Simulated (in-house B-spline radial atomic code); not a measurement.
A fraction x of an electron is removed from 3d in Cu²⁺, starting from [Ar] 3d9 and keeping the highest spin. Computed with a B-spline radial code for spherical atoms: scalar-relativistic (X2C) SCAN, spin-polarised, spherical fractional occupations, Fermi nucleus of rms radius 3.8823 fm.

```
   x  E(x) - E(0) (eV)  3d down level (eV)
   0            0.0000             -29.010
0.12            3.6044             -31.070
0.15            4.5443             -31.592
0.27            8.4616             -33.704
0.49           16.3114             -37.680
 0.5           16.6891             -37.864
0.52           17.4500             -38.232
0.66           22.9846             -40.841
0.75           26.7369             -42.545
0.99           37.5021             -47.189
   1           37.9750             -47.385
```

The exact functional would give a straight line between the two integer points. Deviations E(x) - E(0) - x[E(1) - E(0)], in eV: -0.953 at x = 0.12, -1.152 at x = 0.15, -1.792 at x = 0.27, -2.296 at x = 0.49, -2.298 at x = 0.5, -2.297 at x = 0.52, -2.079 at x = 0.66, -1.744 at x = 0.75, -0.093 at x = 0.99.

The curve lies below the straight line by up to 2.298 eV (at x = 0.5): convex, the delocalisation error that favours fractional charges.

How well does Slater's transition state (minus the level at half occupation) give the ionisation energy?

It gives 37.864 eV against 37.975 eV from the two total energies; NIST lists 36.84 eV, ground level to ground level.
